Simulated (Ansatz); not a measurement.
`CB(F)O[SiH3]` + H₂ → `CBF` + silanol  (hydrogenolysis of a B–O bond)

Program: Ansatz. Geometries: PBE0-D4/def2-TZVP. ΔE: electronic, gas phase. CCSD(T)/CBS is the MP2 limit (def2-TZVPP, def2-QZVPP) plus CCSD(T) − MP2 in def2-TZVPP, frozen cores. This one scheme is used for every species. DFT in def2-TZVPP. HSE06 is defined as in plane-wave codes. Each species was taken in one conformer, which may not be the lowest.

`CB(F)O[SiH3]`:

Cartesian coordinates in Å:
```
C -0.607 -0.933 -1.748
B 0.111 -0.064 -0.671
F 1.134 0.723 -1.041
O -0.243 -0.058 0.633
Si 0.360 0.767 1.940
H 0.111 -1.599 -2.237
H -1.012 -0.294 -2.539
H -1.416 -1.533 -1.333
H 1.782 0.408 2.162
H -0.454 0.353 3.106
H 0.235 2.229 1.727
```

H₂:

Z-matrix (Å, degrees):
```
H
H 1 0.746
```

`CBF`:

Z-matrix (Å, degrees):
```
C
B 1 1.553
H 1 1.096 2 109.6
H 1 1.091 2 114.0 3 122.5
H 1 1.096 2 109.7 3 -114.9
F 2 1.327 1 120.6 3 -122.2
H 2 1.202 1 123.5 3 57.8
```

`O[SiH3]`:

```xyz
6

O     1.195   -0.446   -0.126
Si   -0.379   -0.020    0.110
H     1.771    0.188   -0.553
H    -0.498    1.190    0.969
H    -1.018   -1.176    0.778
H    -1.070    0.265   -1.178
```

```
       species  HSE06-D4 energy (Eh)
`CB(F)O[SiH3]`            -530.99817
            H₂              -1.16802
         `CBF`            -165.13750
     `O[SiH3]`            -366.98078
```

Question: Work out ΔE.

Answer: ΔE = (-165.13750) + (-366.98078) − (-530.99817) − (-1.16802) = 0.04791 Eh = +1.30 eV. CCSD(T)/CBS gives +1.33 eV.

Question: What do rigid-rotor, harmonic-oscillator terms from PBE0-D4/def2-TZVP frequencies (298.15 K, 1 bar) make of the CCSD(T)/CBS value? (Estimate.)

Answer: The calculation gave: ΔZPE = +0.16 eV, ΔH = +1.45 eV, ΔS = 38 J/(mol·K), ΔG = +1.33 eV. Modes under 50 cm⁻¹ make the entropy rough.

Largest T1 diagnostic among the species: 0.012.

In def2-TZVPP, CCSD(T) changes the Hartree–Fock value by +0.09 eV (the triples alone add +0.03 eV) and MP2 by +0.11 eV. Leaving LDA and LC-ωPBE aside and taking each functional with its dispersion term where it has one, the values, not all of them listed here, spread over 0.09 eV, from PBE-D4 to r2SCAN-D4. LDA lies +0.14 eV from PBE without D4. At CCSD(T), def2-SVP lies +0.14 eV from the extrapolated value and def2-TZVPP +0.00 eV.
